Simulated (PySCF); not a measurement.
hexafluoroantimonate (F6Sb), SMILES [F][Sb-]([F])([F])([F])([F])[F], charge -1. Geometry optimised at B3LYP-D3(BJ)/def2-SVPD. The def2 effective core potentials stand for the cores of Sb; spin–orbit coupling is left out.

Method: B3LYP-D3(BJ)/def2-SVPD (PySCF).

Harmonic wavenumbers (cm⁻¹): 155, 155, 155, 251, 251, 251, 272, 272, 272, 544, 544, 584, 623, 623, 623. Rotational constants (GHz): 1.763, 1.763, 1.763; symmetry number 24.

Work out the zero-point energy and the ideal-gas rigid-rotor harmonic-oscillator thermochemistry at 298.15 K and 1 atm.

ZPE = ½ Σ hcν = ½ × 5573 cm⁻¹ = 7.97 kcal/mol. H − E(el) = 13.93 kcal/mol. Entropy in cal/(mol K): translation 42.27, rotation 22.15, vibration 20.60, total 85.02. G − E(el) = -11.42 kcal/mol. Cp = 30.42 cal/(mol K).
